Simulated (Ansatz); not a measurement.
Coupled-cluster diagnostics for (H3Sn)2O (Sn₂OH₆), Ansatz.

Geometry of the singlet (PBE0-D4/def2-SVP):

```xyz
9

Sn    1.380   -0.960   -0.665
H     2.464   -0.090   -1.666
H     1.910   -0.964    0.972
H     1.113   -2.551   -1.240
O    -0.363   -0.033   -0.762
Sn   -1.417    0.957    0.586
H    -0.481    2.286    1.143
H    -1.786   -0.111    1.880
H    -2.820    1.466   -0.248
```

In the def2 sets Sn takes a core potential; there is no spin–orbit coupling. Correlated methods freeze 9 core orbitals; core or outer-core shells of Sn are correlated, in sets that lack core-valence functions.

Estimate the CCSD(T) correlation energy, the shares of MP2 and (T), T1 and the reference's ⟨S²⟩ for: charge 0, singlet, own geometry in def2-TZVP; and the rough time on 4 threads of Arm Neoverse V2 on a shared host.


| state | basis | correlation (eV) | MP2 share (%) | (T) share (%) | T1 | ⟨S²⟩ (pure) | wall time |
| --- | --- | --- | --- | --- | --- | --- | --- |
| charge 0, singlet, own geometry | def2-TZVP | -25.462 | 95.2 | 2.9 | 0.015 | 0.00 (0.00) | 43 s |
Customary marks for T1 are 0.02 (closed shells), 0.045 (open shells) and about 0.05 (3d metals). T1 stays under 0.02 throughout.
